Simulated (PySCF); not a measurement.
# Fine-structure interval along the 5-electron series

Calculated with PySCF 2.14 and a two-component X2C-1e Hamiltonian (Gaussian nucleus, no Breit or QED terms), each ion in its own even-tempered basis scaled to its charge; GMP2 freezes nothing and drops the highest virtual spinors. Values in cm⁻¹.

```
  ion  configuration  GHF (screened spin-orbit)  GMP2 (screened spin-orbit)  GHF (bare spin-orbit)
Tc³⁸⁺   [He] 2s2 2p1                    1095700                     1090000                1150900
Ru³⁹⁺   [He] 2s2 2p1                    1210100                     1204000                1269700
Rh⁴⁰⁺   [He] 2s2 2p1                    1333500                     1327000                1397700
```

Between Z = 43 and Z = 45 the GHF (bare spin-orbit) value grows as Z to the power 4.27.
